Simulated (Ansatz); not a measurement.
# Redistribution: GaH2(NH2) + GaH(CH3)(SH) → GaH2(SH) + GaH(CH3)(NH2)

Gas-phase species: GaH2(NH2), singlet; GaH(CH3)(SH), singlet; GaH2(SH), singlet; GaH(CH3)(NH2), singlet. The partners trade NH2 for SH; both sit on Ga, so the bond types are kept.

Shapes, held fixed at every level: PBE0-D4/def2-TZVP. Flexible molecules stand in one conformer, not always the lowest. Programs: Ansatz 0.2.0. The zero-point and thermal change to 298 K, harmonic and unscaled (PBE0-D4/def2-TZVP), is -0.2 kJ/mol.

| level | kind | ΔH(298 K) (kJ/mol) | less CCSD(T)/def2-TZVPP |
| --- | --- | --- | --- |
| HF/def2-SVP | Hartree–Fock | +1.5 | -1.4 |
| r2SCAN-D4/def2-TZVPP | meta-GGA | +3.1 | +0.2 |
| B3LYP-D4/def2-TZVPP | global hybrid | +3.1 | +0.2 |
| BHLYP-D4/def2-TZVPP | global hybrid | +2.7 | -0.2 |
| wB97M-V/def2-TZVPP | range-separated hybrid | +2.7 | -0.2 |
| MP2/def2-TZVPP | perturbation theory | +3.4 | +0.5 |
| CCSD(T)/def2-TZVPP | coupled cluster or CI | +2.9 | 0.0 |

The highest level, CCSD(T)/def2-TZVPP, gives ΔH(298 K) = +2.9 kJ/mol; the levels span +1.5 to +3.4. That is about zero within the method's error. The column of differences is taken from that level and isn't an error. No measured value is set beside it here. Relativity is left out for Ga. Outer-core shells of Ga are correlated, in sets that cover them unevenly.
